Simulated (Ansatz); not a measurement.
Reaction (formal exchange of groups at the Si–B bond): `B[SiH2]Cl` + `B1CN1` → `Cl[SiH2]C1BN1` + BH₃

Program: Ansatz. Geometries: PBE0-D4/def2-TZVP. ΔE: electronic, gas phase. CCSD(T)/CBS is the MP2 limit (def2-TZVPP, def2-QZVPP) plus CCSD(T) − MP2 in def2-TZVPP, frozen cores. This one scheme is used for every species. DFT in def2-TZVPP. One conformer a species, not always the lowest.

CCSD(T)/CBS gives -21.2 kJ/mol.

(1) Another level gave -12.9 kJ/mol. Which?
A. PBE0-D4/def2-TZVPP
B. B2PLYP/def2-TZVPP
C. MP2/def2-TZVPP
D. PBE/def2-TZVPP

Largest T1 diagnostic among the species: 0.013.

## Answers

(1) A. PBE0-D4 -12.9, B2PLYP -19.5, PBE -5.7, MP2/def2-TZVPP -29.5 kJ/mol.

From PBE to PBE0 (25 % exact exchange), in def2-TZVPP and without D4, ΔE moves by −3.6 kJ/mol. The D4 term adds −6.3 kJ/mol with B3LYP and −3.6 kJ/mol with PBE0; it sums over pairs of atoms, weighted by their polarisabilities, and B3LYP, whose exchange is more repulsive, gets the larger term.

B3LYP here is the variant with VWN-RPA as its local correlation; programs differ in this.
